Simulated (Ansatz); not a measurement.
Start from `C[CH2][Sn][NH2]` and change one atom or group to get `C[CH2][Sn][OH]`.

Ansatz, PBE0-D4/def2-TZVP geometries, multiplicity 1. Each molecule was computed in one conformer, which needn't be the lowest.

Elements past krypton have def2 core potentials.

```csv
property,`C[CH2][Sn][NH2]`
"ideal-gas entropy at 298 K and 1 bar (rigid rotor, harmonic PBE0-D4/def2-TZVP) / J/(mol·K)",353
HOMO–LUMO gap (B3LYP/def2-TZVPP) / eV,3.85
zero-point energy (PBE0-D4/def2-TZVP) / kJ/mol,234.2
HOMO–LUMO gap (PBE0/def2-TZVPP) / eV,4.25
LUMO energy (PBE0/def2-TZVPP) / eV,-1.69
HOMO energy (ωB97M-V/def2-TZVPP) / eV,-8.01
```

Give the same properties after the change, and the shifts. (Estimate.)

Ansatz gave: 
| property | `C[CH2][Sn][OH]` | shift |
| --- | --- | --- |
| ideal-gas entropy at 298 K and 1 bar (rigid rotor, harmonic PBE0-D4/def2-TZVP) / J/(mol·K) | 340 | -13 |
| HOMO–LUMO gap (B3LYP/def2-TZVPP) / eV | 3.76 | -0.09 |
| zero-point energy (PBE0-D4/def2-TZVP) / kJ/mol | 202.6 | -31.6 |
| HOMO–LUMO gap (PBE0/def2-TZVPP) / eV | 4.18 | -0.07 |
| LUMO energy (PBE0/def2-TZVPP) / eV | -2.07 | -0.38 |
| HOMO energy (ωB97M-V/def2-TZVPP) / eV | -8.32 | -0.31 |

With PBE0 the HOMO falls by 0.31 eV and the LUMO falls by 0.38 eV, so the gap narrows by about 0.07 eV. PBE moves the HOMO by -0.28 eV and ωB97M-V by -0.31 eV. The zero-point energy changes by -31.6 kJ/mol with -3 modes. Modes under 60 cm⁻¹, often nearly free rotors, make the harmonic entropy too high.

B3LYP here is the variant with VWN-RPA as its local correlation; programs differ in this.
